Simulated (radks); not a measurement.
Spin polarisation of the 4d2 shell in Zr. Start: [Kr] 4d(up 1, down 1) 5s2; electrons of 4d are moved from spin down to spin up, other shells keep equal spins. Method: scalar-relativistic Kohn-Sham, BLYP, spin-polarised, spherical densities, finite nucleus; Fermi nuclear charge, rms radius of each element as measured or else 0.836 A^(1/3) + 0.57 fm; computed with a radial shooting solver on a logarithmic mesh with Libxc functionals.

moment (Bohr magnetons)  E - E(0) (eV)  e(4d up) (eV)  e(4d down) (eV)  5s down minus up (eV)
0                                0.000         -3.425           -3.425                 0.000
0.5                             -0.032         -3.545           -3.292                  0.126
1                               -0.126         -3.649           -3.146                  0.251
1.5                             -0.283         -3.736           -2.988                  0.372
2                               -0.499         -3.804           -2.821                  0.489

At moment 2 the spin-polarisation energy is -0.499 eV and the 4d exchange splitting 0.982 eV, that is 0.491 eV per Bohr magneton; E = -I m^2/4 would give I = 0.499 eV.
